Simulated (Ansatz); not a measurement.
Ansatz (a first-principles code) input (RI-MP2/aug-cc-pVTZ):
A basis named .json is the Basis Set Exchange file of that set.

Ansatz 0.2 input:
```yaml
crystal:
  periodic: [false, false, false]
  atoms:
    - {symbol: C, position_ang: [0.02862427, 0.77403521, -0.04928916]}
    - {symbol: C, position_ang: [-0.73380022, -0.43145510, 0.23926106]}
    - {symbol: C, position_ang: [0.68523912, -0.35673882, -0.07459244]}
    - {symbol: H, position_ang: [0.04451260, 1.84469036, -0.15404392]}
    - {symbol: H, position_ang: [-1.54549687, -0.89019712, -0.32345270]}
    - {symbol: H, position_ang: [1.62060524, -0.86954100, -0.21478018]}
basis:
  gaussian:
    orbitals: aug-cc-pVTZ
    fitting: {mean_field: def2-universal-jkfit, correlation: aug-cc-pVTZ-RIFIT.json}
total_charge: 1
magnetization: {spin_polarized: false}
correlation: {method: mp2, electrons: outside_noble_gas}
```

End of the output:

```
integrals: 0.13 GiB planned
279 factors; integrals over basis functions are off by at most 9.5e-1 eV
mean field: 0.34 GiB planned
mean field evaluation 1: about -3125.8220 eV, gradient 3.7e1 eV
mean field evaluation 2: about -3128.6315 eV, gradient 1.4e1 eV
mean field evaluation 4: about -3129.0985 eV, gradient 1.3e0 eV
mean field evaluation 8: about -3129.1029 eV, gradient 2.2e-6 eV
mean field -3129.10286564 eV, -114.9924093302 hartree, gradient 2.2e-6 eV, S^2 0.000000; 0 other end points of the search recorded, 0 dependent functions left out
3 core orbitals not correlated
456 factors; their error is unknown
reference -3129.10286564 eV, -114.9924093302 hartree; 7, 7 occupied and 197, 197 virtual orbitals, 456 factors
second order -11.88302095 eV of doubles, -0.00000000 eV of singles
Total energy: -3140.98588659 eV, -115.4291022955 hartree
```

This state (charge 1, singlet) is run at the relaxed geometry of the species with charge 0 and multiplicity 2.
